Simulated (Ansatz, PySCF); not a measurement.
PySCF was given this input:
```python
from pyscf import gto, scf, mp

mol = gto.M(
    atom='''
C     1.838378    0.507686    0.145237
N     0.470152    0.430494    0.367500
C    -0.351183   -0.324369   -0.548644
C    -1.737169   -0.545382    0.044242
H     2.310593   -0.390535   -0.207466
H     2.387025    1.144895    0.812663
H     0.054203    1.310435    0.645959
H    -0.444851    0.178866   -1.525646
H     0.142965   -1.285158   -0.716877
H    -1.658030   -1.048781    1.004448
H    -2.338236   -1.156372   -0.623640
H    -2.244886    0.405585    0.193051
''',
    basis='cc-pvdz',
    charge=0,
    spin=1,
    verbose=4,
)

mf = scf.UHF(mol)
mf.kernel()

pt = mp.MP2(mf, frozen=4)
pt.kernel()
print('E(MP2) = %.10f' % pt.e_tot)
```

Question: Convert this to an input for Ansatz (a quantum-chemistry and plane-wave program).

Answer: Several could match; the one computed here: 
Ansatz 0.2 input:
```yaml
crystal:
  periodic: [false, false, false]
  atoms:
    - {symbol: C, position_ang: [1.83837788, 0.50768624, 0.14523692]}
    - {symbol: N, position_ang: [0.47015236, 0.43049383, 0.36749993]}
    - {symbol: C, position_ang: [-0.35118331, -0.32436927, -0.54864423]}
    - {symbol: C, position_ang: [-1.73716938, -0.54538228, 0.04424207]}
    - {symbol: H, position_ang: [2.31059317, -0.39053467, -0.20746643]}
    - {symbol: H, position_ang: [2.38702468, 1.14489471, 0.81266347]}
    - {symbol: H, position_ang: [0.05420302, 1.31043497, 0.64595892]}
    - {symbol: H, position_ang: [-0.44485095, 0.17886649, -1.52564641]}
    - {symbol: H, position_ang: [0.14296480, -1.28515797, -0.71687676]}
    - {symbol: H, position_ang: [-1.65803034, -1.04878092, 1.00444777]}
    - {symbol: H, position_ang: [-2.33823590, -1.15637235, -0.62364002]}
    - {symbol: H, position_ang: [-2.24488629, 0.40558487, 0.19305125]}
basis:
  gaussian:
    orbitals: cc-pVDZ
magnetization: {spin_polarized: true, initial_magnetization: 1}
correlation: {method: mp2, electrons: outside_noble_gas}
accuracy: high
```

Both were run: PySCF gave -173.249572 Eh and Ansatz -173.249572 Eh, 0.000 mEh apart.
